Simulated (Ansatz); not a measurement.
Gas-phase reaction (SMILES): BO (H3BO) -> [BH]O + H atom; the B-H bond at the site shown breaks (other sites are not compared here).

Geometries: B3LYP-D3(BJ)/def2-TZVP minima from Ansatz (an electronic-structure program), one conformer each, not searched for the lowest. Correlated levels leave the core frozen unless marked. UHF or UKS for open shells. Spin-orbit coupling is left out. No relativistic terms. CBS(X,Y): correlation extrapolated as X^-3; Hartree-Fock from the larger set. Thermal terms are rigid-rotor harmonic-oscillator values from B3LYP-D3(BJ) frequencies (Ansatz) at 298.15 K and 1 atm. 1 Eh = 627.5095 kcal/mol. Atoms have translation alone. Electronic entropy comes from spin alone.

```json
[
 {"species": "BO (H3BO)", "E, CCSD(T)/CBS(aug-cc-pVTZ,aug-cc-pVQZ) (Ansatz) (Eh)": "-101.79840", "E, wB97M-V/def2-TZVPD (Ansatz) (Eh)": "-101.90521", "H - E (Eh)": "0.03929", "G - E (Eh)": "0.01314"},
 {"species": "[BH]O", "E, CCSD(T)/CBS(aug-cc-pVTZ,aug-cc-pVQZ) (Ansatz) (Eh)": "-101.12041", "E, wB97M-V/def2-TZVPD (Ansatz) (Eh)": "-101.23240", "H - E (Eh)": "0.02730", "G - E (Eh)": "0.00098"},
 {"species": "H atom", "E, CCSD(T)/CBS(aug-cc-pVTZ,aug-cc-pVQZ) (Ansatz) (Eh)": "-0.49995", "E, wB97M-V/def2-TZVPD (Ansatz) (Eh)": "-0.49411", "H - E (Eh)": "0.00236", "G - E (Eh)": "-0.01065"}
]
```

### Question
Work out ΔE and ΔH, ΔG, ΔS and the equilibrium constant at 298.15 K at the first level, then ΔH at the second.

### Answer

1. ΔE = [(-101.12041) + (-0.49995)] - [(-101.79840)] = 0.17804 Eh = 111.7 kcal/mol at CCSD(T)/CBS(aug-cc-pVTZ,aug-cc-pVQZ).
2. The terms H - E add up to -0.00963 Eh, so ΔH = (0.17804 + (-0.00963))×627.5095 = 105.7 kcal/mol.
3. The terms G - E add up to -0.02281 Eh, so ΔG = 97.4 kcal/mol, and ΔS = (-0.00963 - (-0.02281))×627509.5/298.15 = 27.7 cal/(mol K).
4. log10 K = -ΔG/(RT ln 10) = -71.4, with RT ln 10 = 1.3642 kcal/mol.
5. With ΔH and ΔS taken as constant, ΔG changes sign near ΔH/ΔS = 3820 K, a rough figure that leaves out heat capacities.
6. At wB97M-V/def2-TZVPD the same steps give ΔE = 112.1 and ΔH = 106.1 kcal/mol, a shift of +0.4 from the first level.
7. These values are not checked against measurement here, since the tables used lack a sound gas-phase enthalpy of formation for at least one species.
